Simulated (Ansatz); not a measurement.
Process, species as SMILES: Cl[Se]Cl + H+ → Cl[SeH+]Cl
B3LYP-D3(BJ)/def2-TZVP geometries, fixed; electronic energies without zero-point terms; positive where energy is released.

Basis-set convergence of the proton affinity at HF with Ansatz (a program for electronic structure). Cartesian d functions, on some or all atoms, in 3-21G, 6-31G, 6-31G*, 6-31G**, 6-311G**; all else is spherical. The proton sits at the site shown, which need not be the one that binds it best. No added dispersion term, no relativity. Functions are those of the species that has most. Reference: the value in pcseg-4, 167.19 kcal/mol, itself unsure by roughly 0.14 kcal/mol (its mean distance from aug-pcseg-3, aug-cc-pV(Q+d)Z, cc-pV(5+d)Z). Deviations are taken from unrounded values.

```csv
basis,functions,proton affinity (kcal/mol),minus reference (kcal/mol)
STO-3G,37,173.08,5.90
pcseg-0,50,117.39,-49.79
3-21G,51,128.74,-38.45
6-31G,57,132.28,-34.91
def2-SV(P),70,158.82,-8.37
6-31G*,75,158.73,-8.45
6-31G**,78,160.52,-6.67
cc-pV(D+d)Z,78,161.02,-6.17
aug-pcseg-1,99,162.88,-4.31
6-311G**,104,161.96,-5.22
aug-cc-pV(D+d)Z,109,163.66,-3.53
cc-pV(T+d)Z,135,166.55,-0.64
def2-TZVPP,146,166.95,-0.24
def2-TZVPPD,176,166.62,-0.57
cc-pV(Q+d)Z,226,167.02,-0.17
def2-QZVPPD,289,167.01,-0.17
aug-cc-pV(Q+d)Z,317,166.97,-0.22
pcseg-4,382,167.19,0.00
```
